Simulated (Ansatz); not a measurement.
FH6NOSi2, SMILES [Si@H](O)([SiH2]F)N.

Geometry: PBE-D3(BJ)/def2-SVP. The structure was generated by enumeration; whether it is a known compound was not checked. Other conformers were not sampled.

Two levels are set side by side: PBE/def2-TZVPD (Ansatz, a quantum-chemistry and plane-wave program) and PBE0/def2-TZVPD (Ansatz). Energy differences of separate SCF runs at the same geometry; the states with an electron removed or added have multiplicity 2 and 2. Differences are taken from unrounded values.

```tsv
quantity	PBE0	PBE	PBE minus PBE0
vertical ionisation energy (eV)	9.79	9.39	-0.40
vertical singlet–triplet gap (eV)	5.00	4.61	-0.39
```
